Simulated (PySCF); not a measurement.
Energy of Ga (gallium, neutral) between two integer charges

The 4p alpha orbital of [Ar] 3d10 4s2 4p1 is emptied in steps (occupation f), with all orbitals relaxed, ending at [Ar] 3d10 4s2. All numbers are calculated (PySCF 2.14, no relativity, point nucleus, in def2-TZVP (6s5p4d1f, 48 functions)). The exact energy is a straight line in f; departures are measured from the line between the end points of the same method.

**Question.** Among UHF, LDA, PBE, PBE0, r2SCAN, LC-wPBE, BHandHLYP, wB97X, B3LYP, HSE06, which shows the largest delocalisation error (convex curve), and which is closest to linear?

**Answer.** Most convex: LDA (-0.803 eV at f = 0.5); closest to linear: LC-wPBE (0.002 eV).

```csv
f,UHF (eV),LDA (eV),PBE (eV),PBE0 (eV),r2SCAN (eV),LC-wPBE (eV),BHandHLYP (eV),wB97X (eV),B3LYP (eV),HSE06 (eV)
1,0.000,0.000,0.000,0.000,0.000,0.000,0.000,0.000,0.000,0.000
0.75,0.053,-0.599,-0.582,-0.421,-0.550,-0.002,-0.284,-0.052,-0.473,-0.497
0.5,0.069,-0.803,-0.778,-0.559,-0.725,0.002,-0.379,-0.073,-0.633,-0.663
0.25,0.051,-0.605,-0.584,-0.416,-0.529,0.007,-0.284,-0.058,-0.475,-0.496
0,0.000,0.000,0.000,0.000,0.000,0.000,0.000,0.000,0.000,0.000
```

| method | E(f=0) − E(f=1) (eV) | −ε at f=1 (eV) | −ε at f=0.5 (eV) |
| --- | --- | --- | --- |
| UHF | 5.553 | 5.839 | 5.548 |
| LDA | 6.049 | 2.879 | 6.031 |
| PBE | 5.974 | 2.885 | 5.969 |
| PBE0 | 5.999 | 3.751 | 6.011 |
| r2SCAN | 6.127 | 3.178 | 6.176 |
| LC-wPBE | 6.109 | 6.085 | 6.131 |
| BHandHLYP | 5.891 | 4.374 | 5.893 |
| wB97X | 5.862 | 5.593 | 5.846 |
| B3LYP | 6.003 | 3.487 | 6.000 |
| HSE06 | 6.005 | 3.355 | 6.008 |

Reference removal energy between the ground levels: 5.999 eV (measured; NIST Atomic Spectra Database, ionization energies). The calculation has no spin-orbit coupling. UHF lacks correlation.
